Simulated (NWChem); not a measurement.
A series in which one site is exchanged, each optimised at PBE0/def2-SVP with NWChem, gas phase unless a solvent is named. All stand in one matching conformer (torsions within 35°), which need not be the lowest. For some, no frequency run checked for a minimum. def2 effective core potentials on In; no spin-orbit coupling.

A: [OH][In]([F])[F] (InHOF₂; site = F)
B: [F][InH][OH] (InH₂OF; site = H)
C: [Br][In]([OH])[F] (InHOBrF; site = Br)
D: [OH][In]([F])[Cl] (InHOClF; site = Cl)

Values for A:

- dipole (D), PBE0/def2-SVP = 2.25
- orbital gap (eV), PBE0/def2-SVP = 6.59
- static polarisability, CAM-B3LYP/def2-SVPD (bohr³) = 35.0
- lowest singlet excitation, CAM-B3LYP/def2-SVPD, TDA (eV) = 5.17

Question: How do these values change for the other members?

Answer: 
```
change from A                                                 B      C      D
--------------------------------------------------------  -----  -----  -----
dipole (D), PBE0/def2-SVP                                 -0.66  -1.15  -0.76
orbital gap (eV), PBE0/def2-SVP                           +0.70  -0.45  -0.11
static polarisability, CAM-B3LYP/def2-SVPD (bohr³)         +2.9  +23.4  +15.2
lowest singlet excitation, CAM-B3LYP/def2-SVPD, TDA (eV)  +0.82  -0.26   0.00
```
